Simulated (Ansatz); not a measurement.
Spectroscopic constants of AuH, closed-shell singlet (the spin of the measured ground state). No spin–orbit coupling.

The constants come from a fifth-degree fit in 1/R (seven points, main isotopes). Runs in def2 and cc sets follow the lowest solution found near the PBE0 minimum. The singlet is held restricted.

Correlated levels freeze the inner cores; with def2 sets outer-core shells near the valence are correlated too. CBS: X⁻³ extrapolation of the correlation energy, Hartree–Fock from the larger set.

Run with Ansatz (a quantum-chemistry and plane-wave program) with Gaussian orbitals. Each number belongs to the level named beside it. In def2 rows elements past Kr take small-core potentials, without spin–orbit coupling.

Q: What bond length and harmonic frequency does B97M-V/def2-TZVPP give, and what D_e (from each atom's lowest state at the same level)?

A: r_e = 1.551 Å, ω_e = 2134 cm⁻¹, D_e = 3.05 eV.

Q: What bond length and harmonic frequency does B3LYP/def2-TZVPP give, and what D_e (from each atom's lowest state at the same level)?

A: r_e = 1.541 Å, ω_e = 2219 cm⁻¹, D_e = 3.06 eV.

Q: What bond length and harmonic frequency does CCSD(T)/CBS(def2-TZVPP, def2-QZVPP) give, and what D_e (from each atom's lowest state at the same level)?

A: r_e = 1.511 Å, ω_e = 2297 cm⁻¹, D_e = 3.32 eV.

Measured for the ground state: r_e 1.5238 Å, ω_e 2305 cm-1, ω_e x_e 43.12 cm-1, B_e 7.2401 cm-1, α_e 0.2136 cm-1 [Huber and Herzberg (1979), NIST Chemistry WebBook]. D_0 3.076 ± 0.027 eV (a handbook's tabulated 298 K bond energy less 3RT/2; such tables hold older values) [Luo, bond dissociation energies, CRC Handbook].
